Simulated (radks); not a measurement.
Results of a calculation; reference values are marked as such.
All-electron atom: neutral fluorine in [He] 2s2 2p5 (the NIST ground configuration). Level of theory: Dirac Kohn-Sham, PBE, spin-unpolarised, spherical densities, finite nucleus; open shells are shared between the two j in proportion to 2j + 1; Fermi nuclear charge, rms radius 2.8976 fm (a radial shooting solver on a logarithmic mesh with Libxc functionals).

Unscreened Slater integrals over Kohn-Sham orbitals (cm^-1). Large and small components are both included.

\begin{tabular}{lr}
integral & value \\ \hline
F0(2p3/2,2p3/2) & 186680 \\
F2(2p3/2,2p3/2) & 81794 \\
F0(2p3/2,2p1/2) & 186900 \\
G2(2p3/2,2p1/2) & 81862 \\
F0(2p3/2,2s1/2) & 192370 \\
G1(2p3/2,2s1/2) & 115590 \\
F0(2p3/2,1s1/2) & 275280 \\
G1(2p3/2,1s1/2) & 28586 \\
F0(2p1/2,2p1/2) & 187120 \\
F0(2p1/2,2s1/2) & 192590 \\
G1(2p1/2,2s1/2) & 115700 \\
F0(2p1/2,1s1/2) & 275940 \\
G1(2p1/2,1s1/2) & 28716 \\
F0(2s1/2,2s1/2) & 199610 \\
F0(2s1/2,1s1/2) & 285360 \\
G0(2s1/2,1s1/2) & 20477 \\
F0(1s1/2,1s1/2) & 1173100 \\
\end{tabular}
